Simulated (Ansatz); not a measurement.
`B[CH2][GeH3]` + `BNCC` → `BN(B)CC` + `[CH3][GeH3]` at 400 K and 1 bar (ligand exchange at a B–C bond).

Program: Ansatz. Geometries: PBE0-D4/def2-TZVP. ΔE: electronic, gas phase. CCSD(T)/CBS adds triple-zeta CCSD(T) − MP2 to the extrapolated MP2 energy (def2 sets, frozen cores). For Ge outer-core shells are correlated without core-valence functions, which leaves a few kJ/mol of doubt a bond. Scalar relativity is left out up to krypton. Each species was taken in one conformer, which may not be the lowest.

```tsv
species	CCSD(T)/CBS energy (Eh)	H − E (kJ/mol)	S (J/(mol·K))
`B[CH2][GeH3]`	-2143.14744	214.0	350.6
`BNCC`	-160.44809	303.2	328.3
`BN(B)CC`	-185.85795	338.6	363.5
`[CH3][GeH3]`	-2117.76728	178.0	291.9
```

H − E and S are ideal-gas, rigid-rotor, harmonic terms from PBE0-D4/def2-TZVP, for one conformer and one mirror image of each species. 1 Eh = 2625.50 kJ/mol, R = 8.31446 J/(mol·K).

By hand: ΔE, ΔH, ΔS and ΔG.

ΔE = (-185.85795) + (-2117.76728) − (-2143.14744) − (-160.44809) = -0.02970 Eh = -78.0 kJ/mol. Δ(H − E) = 338.6 + 178.0 − 214.0 − 303.2 = -0.6, so ΔH = -78.6 kJ/mol. ΔS = 363.5 + 291.9 − 350.6 − 328.3 = -23.5 J/(mol·K). ΔG = -78.6 − 400 × (-23.5)/1000 = -69.2 kJ/mol.

By hand: the equilibrium constant, and the temperature at which ΔG would vanish if ΔH and ΔS stayed fixed.

log₁₀ K = −ΔG/(RT ln 10) = 9.0. ΔG = 0 at ΔH/ΔS = 3345 K, far beyond where these terms or the molecules hold.

ΔH outweighs TΔS. A doubt of 5 kJ/mol in ΔE shifts log₁₀ K by 0.7 here. Other conformers and mirror images would add mixing entropy, several J/(mol·K) or more a flexible species. Modes under 60 cm⁻¹, often nearly free rotors, make the harmonic entropy too high. These are equilibria of isolated gas molecules and say nothing of rates. Largest T1 diagnostic: 0.012 (customary marks: 0.02 for closed shells, 0.045 for open ones).
